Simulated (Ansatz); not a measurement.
Cartesian coordinates in Å:
```
C 0.1388 -1.6120 1.7698
Al -0.3646 0.1564 1.0777
C 0.7317 1.7339 1.4884
O -0.1985 -0.0398 -0.9026
Si 1.2339 -0.3603 -1.7277
Si -1.7359 0.1671 -1.6049
H -0.4293 -2.4215 1.3002
H 1.2033 -1.8290 1.6291
H -0.0504 -1.6784 2.8469
H -1.9499 0.4159 0.8315
H 1.8019 1.5483 1.3457
H 0.4614 2.6011 0.8772
H 0.6070 2.0349 2.5344
H 1.0809 -1.6356 -2.4642
H 2.2821 -0.4563 -0.6914
H 1.4993 0.7541 -2.6658
H -2.6617 -0.9024 -1.1900
H -1.4127 -0.0148 -3.0521
H -2.2372 1.5384 -1.4021
```

Charge 0, multiplicity 1.

Task: List the B3LYP/def2-TZVPP orbital energies in eV (Ansatz 0.2.0). (Estimate.)

Result: The calculation gave: Occupied: -1800.37, -1800.20, -1523.07, -522.07, -275.37, -275.37, -144.83, -144.62, -111.07, -100.20, -100.12, -100.12, -100.00, -99.92, -99.90, -71.79, -71.64, -71.60, -28.63, -18.01, -17.76, -16.82, -15.12, -13.33, -12.57, -12.34, -10.52, -10.27, -10.27, -10.06, -10.05, -10.05, -9.78, -9.46, -9.24, -7.20, -6.94. Lowest empty: -1.06, 0.22, 0.46, 0.54, 0.56, 1.16, 1.18, 1.34.

B3LYP here is the variant with VWN-RPA as its local correlation; programs differ in this.
